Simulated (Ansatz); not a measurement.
Isolated molecules relaxed with PBE0-D4/def2-TZVP in Ansatz; ΔE leaves out vibrations. CCSD(T)/CBS is frozen-core, at the limit of the def2 triple- and quadruple-zeta sets. Functionals use def2-TZVPP. B3LYP here is the variant with VWN-RPA as its local correlation; programs differ in this. HSE06 is defined as in plane-wave codes. Each species was taken in one conformer, which may not be the lowest.

Consider the formal hydrolysis of a B–Cl bond: `ClB(Cl)Cl` + H₂O → `OB(Cl)Cl` + HCl.

```
              level  ΔE (kJ/mol)  difference from CCSD(T)/CBS
        LDA (SPW92)        -58.0                         -3.6
             PBE-D4        -49.8                          4.6
          revPBE-D4        -47.5                          6.9
            BLYP-D4        -54.8                         -0.4
          r2SCAN-D4        -56.0                         -1.6
             B97M-V        -58.2                         -3.8
            PBE0-D4        -52.9                          1.5
           HSE06-D4        -52.8                          1.6
           BHLYP-D4        -61.6                         -7.2
       CAM-B3LYP-D4        -63.7                         -9.3
            ωB97M-V        -57.9                         -3.5
             B2PLYP        -58.3                         -3.9
           PBE-QIDH        -54.6                         -0.2
                PBE        -51.7                          2.7
               BLYP        -58.6                         -4.2
              B3LYP        -60.9                         -6.5
              BHLYP        -65.1                        -10.7
          CAM-B3LYP        -65.5                        -11.1
 RPA@PBE/def2-TZVPP        -56.9                         -2.5
        HF/def2-SVP        -77.2                        -22.8
       MP2/def2-SVP        -64.5                        -10.1
      HF/def2-TZVPP        -71.0                        -16.6
 SCS-MP2/def2-TZVPP        -55.4                         -1.0
    CCSD/def2-TZVPP        -60.3                         -5.9
 CCSD(T)/def2-TZVPP        -57.5                         -3.1
      HF/def2-QZVPP        -71.3                        -16.9
     MP2/def2-QZVPP        -48.7                          5.7
 SCS-MP2/def2-QZVPP        -53.2                          1.2
    CCSD/def2-QZVPP        -59.1                         -4.7
 CCSD(T)/def2-QZVPP        -55.8                         -1.4
     HF/cc-pV(D+d)Z        -78.7                        -24.3
   CCSD/cc-pV(D+d)Z        -72.0                        -17.6
     HF/cc-pV(T+d)Z        -75.7                        -21.3
   CCSD/cc-pV(T+d)Z        -66.6                        -12.2
     HF/cc-pV(Q+d)Z        -72.9                        -18.5
CCSD(T)/cc-pV(Q+d)Z        -58.7                         -4.3
         HF/CBS(cc)        -72.1                        -17.7
        MP2/CBS(cc)        -48.6                          5.8
       CCSD/CBS(cc)        -59.3                         -4.9
    CCSD(T)/CBS(cc)        -56.0                         -1.6
        CCSD(T)/CBS        -54.4                            0
```

Largest T1 diagnostic among the species: 0.011.

In def2-TZVPP, CCSD(T) changes the Hartree–Fock value by +13.6 kJ/mol (the triples alone add +2.9 kJ/mol) and MP2 by +19.8 kJ/mol. The D4 term adds +3.2 kJ/mol with B3LYP and +1.6 kJ/mol with PBE0; it sums over pairs of atoms, weighted by their polarisabilities, and B3LYP, whose exchange is more repulsive, gets the larger term. From BLYP to BHLYP (50 % exact exchange), in def2-TZVPP and without D4, ΔE moves by −6.5 kJ/mol.
